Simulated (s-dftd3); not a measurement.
H4Si2, charge +1, doublet, at a GFN2-xTB geometry (a state made from the parent by changing its charge; the spin is typed, not shown lowest); D3(op) for blyp run with s-dftd3.

s-dftd3 was given this input:
```
$ s-dftd3 mol.xyz --op blyp --json dftd3.json --noedisp --grad

# file mol.xyz
6

Si    -0.16616702     1.07796466     0.62002792
H      0.06478625     2.52939845     0.75560368
Si     0.13180641    -0.97390264    -0.53199956
H      0.93583729    -0.94240197    -1.75786354
H     -1.28013849    -1.29759961    -0.77854108
H      0.76056340    -1.74626515     0.54840391
```

Question: What does s-dftd3 print? Leave out banner, timings and long lists.

Answer: 
```
-----------------------------------
 s i m p l e   D F T - D 3  v1.4.0
-----------------------------------

Optimized power damping: blyp-D3(op)
--------------------
   s6        1.0000
   s8        1.3187
   s9        0.0000
   a1        0.4250
   a1        3.5000
  alp       14.0000
 beta        2.0000
--------------------

Dispersion energy:      -5.8390291890479E-03 Eh

Gradient norm:           6.1169234811552E-04 Eh/a0
--------------------------------------------------
     #    Z           dE/dx      dE/dy      dE/dz
--------------------------------------------------
     1   14 Si    2.858E-05  2.993E-04  5.723E-05
     2    1 H    -4.523E-05 -3.919E-05  5.630E-05
     3   14 Si   -8.818E-05  2.721E-04  2.276E-04
     4    1 H     3.643E-05 -2.158E-04 -1.290E-04
     5    1 H     5.046E-05 -1.618E-04 -9.550E-05
     6    1 H     1.794E-05 -1.546E-04 -1.167E-04
--------------------------------------------------

Virial:
--------------------------------------------------
      component           x          y          z
--------------------------------------------------
          x      -6.834E-05 -2.435E-04 -1.191E-04
          y      -2.435E-04  1.213E-03  8.156E-04
          z      -1.191E-04  8.156E-04  3.667E-04
--------------------------------------------------

[Info] JSON dump of results written to 'dftd3.json'
```
